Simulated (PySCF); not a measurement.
## Two-photon absorption: SMILES COC1=CC=C(C=O)[SiH2]1, C6H8O2Si

Geometry:
```json
{"atom": "C1", "x (Å)": "-3.094", "y (Å)": "0.154", "z (Å)": "0.174"}
{"atom": "O2", "x (Å)": "-2.064", "y (Å)": "0.018", "z (Å)": "-0.788"}
{"atom": "C3", "x (Å)": "-0.798", "y (Å)": "0.005", "z (Å)": "-0.365"}
{"atom": "C4", "x (Å)": "-0.332", "y (Å)": "0.107", "z (Å)": "0.905"}
{"atom": "C5", "x (Å)": "1.093", "y (Å)": "0.058", "z (Å)": "1.023"}
{"atom": "C6", "x (Å)": "1.818", "y (Å)": "-0.081", "z (Å)": "-0.120"}
{"atom": "C7", "x (Å)": "3.250", "y (Å)": "-0.147", "z (Å)": "-0.168"}
{"atom": "O8", "x (Å)": "3.901", "y (Å)": "-0.272", "z (Å)": "-1.184"}
{"atom": "Si9", "x (Å)": "0.659", "y (Å)": "-0.174", "z (Å)": "-1.604"}
{"atom": "H10", "x (Å)": "-4.030", "y (Å)": "0.141", "z (Å)": "-0.382"}
{"atom": "H11", "x (Å)": "-3.000", "y (Å)": "1.099", "z (Å)": "0.716"}
{"atom": "H12", "x (Å)": "-3.076", "y (Å)": "-0.675", "z (Å)": "0.886"}
{"atom": "H13", "x (Å)": "-0.942", "y (Å)": "0.216", "z (Å)": "1.789"}
{"atom": "H14", "x (Å)": "1.553", "y (Å)": "0.132", "z (Å)": "2.000"}
{"atom": "H15", "x (Å)": "3.755", "y (Å)": "-0.074", "z (Å)": "0.819"}
{"atom": "H16", "x (Å)": "0.702", "y (Å)": "0.972", "z (Å)": "-2.507"}
{"atom": "H17", "x (Å)": "0.599", "y (Å)": "-1.469", "z (Å)": "-2.273"}
```

Computed with TDDFT B3LYP/3-21G excited states, vertical, gas phase in PySCF. Geometry: GFN2-xTB.

States above about 5.8 eV lie in this functional's continuum (it starts at minus the energy of the highest occupied orbital, well below the true ionisation energy for most functionals) and depend on the basis.

Task: How strongly do the lowest singlets absorb one photon, and two photons of half the energy?

Result: δ for parallel linear polarisation; σ at the peak of a Lorentzian of half width 0.1 eV, single beam; Ω is circular over linear.
| state | E (eV) | f | photon λ (nm) | δ (au) | σ (GM) | Ω | main |
| --- | --- | --- | --- | --- | --- | --- | --- |
| S1 | 3.29 | 0.000 | 753 | 0.19 | 0.00 | 1.50 | HOMO−1→LUMO 0.96 |
| S2 | 3.88 | 0.282 | 639 | 199 | 1.10 | 0.71 | HOMO→LUMO 0.97 |
| S3 | 5.31 | 0.000 | 467 | 2.06 | 0.02 | 1.50 | HOMO−2→LUMO 0.94 |
| S4 | 5.60 | 0.000 | 443 | <0.1 | 0.00 | – | HOMO−1→LUMO+1 0.89 |
| S5 | 5.77 | 0.001 | 430 | 0.25 | 0.00 | 1.44 | HOMO→LUMO+2 0.99 |

Among these, the strongest one-photon state is S2, the strongest two-photon state S2, with a dipole change of 1.3 D (relaxed, norm of the difference vector).
